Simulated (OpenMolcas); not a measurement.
Re3+ (d4) among equal point charges was computed by CASSCF with the d shell active (OpenMolcas, ANO-RCC-VDZP on the metal). Its lowest spin-free states, and all those of the highest spin:

```csv
2S+1,Degeneracy,E (cm-1)
5,1,0.0
3,2,10946
5,1,11377
5,1,13468
3,1,14613
3,1,17867
1,1,18130
5,2,18439
1,2,19080
3,1,19189
3,1,19407
3,2,19663
```

Is the site octahedral, tetrahedral or cube-like, axial, or of lower symmetry?

The states with 2S+1 = 5 have orbital degeneracies 1, 1, 1, 2. There are pairs but no triples, so the site is axial: not cubic, but with a proper or improper axis of order three or more. The run had Re3+ among 6 point charges of -1.5 e arranged as a tetragonal octahedron (D4h), 1.94 Å from the ion, with the axial distance 2.270 Å.

Spin-orbit coupling mixes the spin-free states strongly: the lowest level takes only 66 % from its leading state, 5B1. Without dynamic correlation the repulsion within the d shell is too large (B by tens of per cent), so at a given field states of lower spin stand too high. This shell can be high or low spin here, a state of another spin lies low, and with metal d orbitals alone active their balance is uncertain, so the ground spin may be wrong. Point charges give a weaker field than real ligands, and real ions of this kind are as a rule low spin; the high spin found here belongs to the model. This is an electrostatic model: the charges have no orbitals. No measured value stands beside these numbers.
